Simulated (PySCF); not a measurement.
# Computed records: CH$_{3}$BNO, BClH$_{2}$OSi, B$_{2}$H$_{4}$NO, B$_{2}$FH$_{3}$N and others

All values are calculated (PySCF 2.14.0). Calculation on a computer-drawn molecule: optimised geometry and harmonic frequencies of an isolated molecule of the commonest isotopes, restricted reference for singlets and unrestricted otherwise, frozen core in MP2.

(1) CH$_{3}$BNO

Start structure:
```xyz
7
CH3BNO
C     -1.8666     0.4156    -2.6284
O     -1.0930     0.4846    -1.4995
B     -1.5566     0.9148    -0.3295
N     -1.9804     1.2994     0.7582
H     -2.9316     0.2750    -2.4919
H     -1.3514    -0.0276    -3.4669
H     -2.2906     1.6228     1.6329
```

* charge: 0
* multiplicity: 2
* method: MP2
* basis: cc-pVDZ
* rotational constants: 51.72, 4.616, 4.247 GHz
* total energy: -194.1422 hartree
* spin squared: 0.7603
* convergence status largest gradient component: 1.301e-05 hartree/bohr

Drawn bonds:
| atom | other atom | order |
| --- | --- | --- |
| 1 | 2 | 1 |
| 2 | 3 | 1 |
| 3 | 4 | 2 |
| 1 | 5 | 1 |
| 1 | 6 | 1 |
| 4 | 7 | 1 |

Optimised structure:
```xyz
7
CH3BNO
C     -1.8615     0.4110    -2.6302
O     -1.0357     0.4952    -1.5242
B     -1.5478     0.9203    -0.3424
N     -1.9953     1.2593     0.7791
H     -2.9348     0.2975    -2.4554
H     -1.3742    -0.0479    -3.4902
H     -2.3209     1.6493     1.6383
```

Modes:
| frequency (cm⁻¹) | reduced mass (dalton) |
| --- | --- |
| 119.3 | 1.672 |
| 176 | 3.125 |
| 194.7 | 1.233 |
| 342.2 | 1.341 |
| 466.2 | 2.884 |
| 549.1 | 3.256 |
| 662.6 | 1.286 |
| 879.3 | 5.765 |
| 1188 | 1.503 |
| 1273 | 4.474 |
| 1496 | 1.118 |
| 2059 | 8.354 |
| 3195 | 1.045 |
| 3355 | 1.126 |
| 3912 | 1.101 |

(2) BClH$_{2}$OSi

Start structure:
```xyz
6
BClH2OSi
O     -3.3879    -1.6801    -1.0074
B     -2.7184    -0.7137    -0.6419
Si    -1.5949     0.7598     0.0085
Cl     0.3832     0.2368    -0.0929
H     -1.8557     1.0862     1.4078
H     -1.7626     2.0173    -0.7519
```

- charge: 0
- multiplicity: 1
- method: HF
- basis: cc-pV(D+d)Z
- rotational constants: 10.82, 2.084, 1.784 GHz
- total energy: -849.2590 hartree
- convergence status largest gradient component: 1.52e-05 hartree/bohr

Drawn bonds:
| atom | other atom | order |
| --- | --- | --- |
| 1 | 2 | 2 |
| 2 | 3 | 1 |
| 3 | 4 | 1 |
| 3 | 5 | 1 |
| 3 | 6 | 1 |

Optimised structure:
```xyz
6
BClH2OSi
O     -3.3914    -1.6184    -1.0152
B     -2.7044    -0.7338    -0.6285
Si    -1.5662     0.7916     0.0364
Cl     0.4130     0.2324    -0.1086
H     -1.8899     1.0615     1.4439
H     -1.7973     1.9730    -0.8059
```

Modes:
| frequency (cm⁻¹) | reduced mass (dalton) |
| --- | --- |
| 124.3 | 15.5 |
| 292.8 | 3.107 |
| 405.2 | 10.43 |
| 524.8 | 12.6 |
| 586.2 | 12.24 |
| 621.2 | 1.556 |
| 762 | 1.073 |
| 913.6 | 1.131 |
| 1021 | 1.051 |
| 2153 | 12.38 |
| 2373 | 1.028 |
| 2379 | 1.054 |

(3) B$_{2}$H$_{4}$NO

Start structure:
```xyz
8
B2H4NO
N      1.4043     3.0140    -1.1508
B      1.0219     2.0630    -0.2896
B      1.1896     0.7677     0.7166
O      0.5167    -0.0286     1.4491
H      2.4216     3.1433    -1.4529
H      0.7940     3.6508    -1.5856
H      2.3091     0.5957     0.7736
H     -0.5016     0.0373     1.5673
```

* charge: 1
* multiplicity: 1
* method: HF
* basis: cc-pVDZ
* rotational constants: 45.81, 3.285, 3.065 GHz
* total energy: -180.8244 hartree
* convergence status largest gradient component: 8.367e-06 hartree/bohr

Drawn bonds:
| atom | other atom | order |
| --- | --- | --- |
| 1 | 2 | 1 |
| 2 | 3 | 1 |
| 3 | 4 | 1 |
| 1 | 5 | 1 |
| 1 | 6 | 1 |
| 3 | 7 | 1 |
| 4 | 8 | 1 |

Optimised structure:
```xyz
8
B2H4NO
N      1.3615     3.0053    -1.1478
B      1.2957     1.9956    -0.2992
B      1.3870     0.6458     0.8124
O      0.3549     0.0895     1.4083
H      2.2346     3.3359    -1.5352
H      0.5523     3.5167    -1.4695
H      2.4986     0.2575     0.9924
H     -0.5290     0.3968     1.2664
```

Modes:
| frequency (cm⁻¹) | reduced mass (dalton) |
| --- | --- |
| 143.6 | 1.1 |
| 168.3 | 3.096 |
| 274.4 | 3.081 |
| 441.9 | 3.365 |
| 611.3 | 3.05 |
| 655.4 | 1.469 |
| 674.9 | 1.365 |
| 870.5 | 1.679 |
| 915.3 | 1.36 |
| 1044 | 1.178 |
| 1194 | 1.226 |
| 1478 | 6.483 |
| 1572 | 1.378 |
| 1765 | 3.583 |
| 2789 | 1.096 |
| 3690 | 1.054 |
| 3783 | 1.096 |
| 4153 | 1.068 |

(4) B$_{2}$FH$_{3}$N

Start structure:
```xyz
7
B2FH3N
B     -2.9308    -0.2956     0.4409
N     -2.5161    -0.3451    -0.9955
B     -1.3944    -0.8788    -1.4693
F     -0.3044    -1.3053    -1.7216
H     -3.9346     0.1282     0.6361
H     -2.1526    -0.6635     1.1726
H     -3.2728     0.0166    -1.6502
```

- charge: 1
- multiplicity: 1
- method: HF
- basis: cc-pVDZ
- rotational constants: 40.32, 4.385, 3.955 GHz
- total energy: -204.8261 hartree
- convergence status largest gradient component: 3.639e-05 hartree/bohr

Drawn bonds:
| atom | other atom | order |
| --- | --- | --- |
| 1 | 2 | 1 |
| 2 | 3 | 1 |
| 3 | 4 | 1 |
| 1 | 5 | 1 |
| 1 | 6 | 1 |
| 2 | 7 | 1 |

Optimised structure:
```xyz
7
B2FH3N
B     -2.9245    -0.2871     0.4230
N     -2.5631    -0.3531    -1.0194
B     -1.3980    -0.8455    -1.4113
F     -0.3044    -1.3100    -1.7507
H     -3.9824     0.1660     0.6927
H     -2.1134    -0.6985     1.1882
H     -3.2199    -0.0153    -1.7095
```

Modes:
| frequency (cm⁻¹) | reduced mass (dalton) |
| --- | --- |
| 156.3 | 3.544 |
| 291.1 | 1.294 |
| 512.7 | 5.501 |
| 529.9 | 6.824 |
| 736.9 | 1.123 |
| 860.5 | 2.354 |
| 1049 | 1.978 |
| 1091 | 1.343 |
| 1096 | 2.932 |
| 1318 | 1.144 |
| 1400 | 1.494 |
| 1989 | 11.3 |
| 2767 | 1.048 |
| 2911 | 1.139 |
| 3717 | 1.076 |

(5) CH$_{2}$BClF

Start structure:
```xyz
6
CH2BClF
C      1.0034    -0.1058     0.2918
B      1.5511    -1.4555     0.4754
F      2.4313    -2.0136    -0.2813
Cl     1.0844    -2.5154     1.8799
H      0.2466     0.4369     0.8692
H      1.3757     0.5161    -0.6559
```

- charge: 0
- multiplicity: 2
- method: HF
- basis: cc-pV(D+d)Z
- rotational constants: 9.457, 4.632, 3.109 GHz
- total energy: -622.7477 hartree
- spin squared: 0.7579
- convergence status largest gradient component: 3.552e-05 hartree/bohr

Drawn bonds:
| atom | other atom | order |
| --- | --- | --- |
| 1 | 2 | 1 |
| 2 | 3 | 1 |
| 2 | 4 | 1 |
| 1 | 5 | 1 |
| 1 | 6 | 1 |

Optimised structure:
```xyz
6
CH2BClF
C      1.0094    -0.0755     0.2397
B      1.5630    -1.4801     0.4979
F      2.4599    -2.0211    -0.3122
Cl     1.0452    -2.4564     1.8782
H      0.2738     0.3857     0.8863
H      1.3412     0.5100    -0.6108
```

Modes:
| frequency (cm⁻¹) | reduced mass (dalton) |
| --- | --- |
| 298.3 | 1.031 |
| 307 | 3.191 |
| 399.5 | 10.89 |
| 530 | 3.171 |
| 661.1 | 5.355 |
| 752.7 | 1.702 |
| 912.4 | 1.677 |
| 1192 | 4.646 |
| 1390 | 4.965 |
| 1551 | 1.336 |
| 3298 | 1.056 |
| 3402 | 1.115 |

(6) CH$_{3}$ClOSi

Start structure:
```xyz
7
CH3ClOSi
C      0.3158    -1.1855     0.1750
Si     2.1151    -0.7994     0.3108
O      2.9867    -0.8804     1.5180
Cl     2.8088    -0.2126    -1.5106
H     -0.0755    -1.4871     1.1462
H     -0.2283    -0.3096    -0.1862
H      0.1623    -1.9899    -0.5486
```

- charge: 0
- multiplicity: 1
- method: MP2
- basis: cc-pV(D+d)Z
- rotational constants: 6.459, 3.598, 2.345 GHz
- total energy: -863.5480 hartree
- convergence status largest gradient component: 3.969e-05 hartree/bohr

Drawn bonds:
| atom | other atom | order |
| --- | --- | --- |
| 1 | 2 | 1 |
| 2 | 3 | 2 |
| 2 | 4 | 1 |
| 1 | 5 | 1 |
| 1 | 6 | 1 |
| 1 | 7 | 1 |

Optimised structure:
```xyz
7
CH3ClOSi
C      0.3148    -1.1854     0.1731
Si     2.1218    -0.7991     0.3174
O      3.0213    -0.8800     1.5573
Cl     2.7776    -0.2172    -1.5302
H     -0.0947    -1.4932     1.1465
H     -0.2249    -0.2970    -0.1953
H      0.1690    -1.9927    -0.5642
```

Modes:
| frequency (cm⁻¹) | reduced mass (dalton) |
| --- | --- |
| 102.7 | 1.043 |
| 215.5 | 3.451 |
| 278.4 | 5.504 |
| 278.6 | 10.49 |
| 530.9 | 11.25 |
| 727.2 | 3.913 |
| 761.4 | 1.303 |
| 829.8 | 1.457 |
| 1214 | 10.69 |
| 1278 | 1.309 |
| 1440 | 1.047 |
| 1448 | 1.05 |
| 3093 | 1.035 |
| 3195 | 1.1 |
| 3224 | 1.104 |
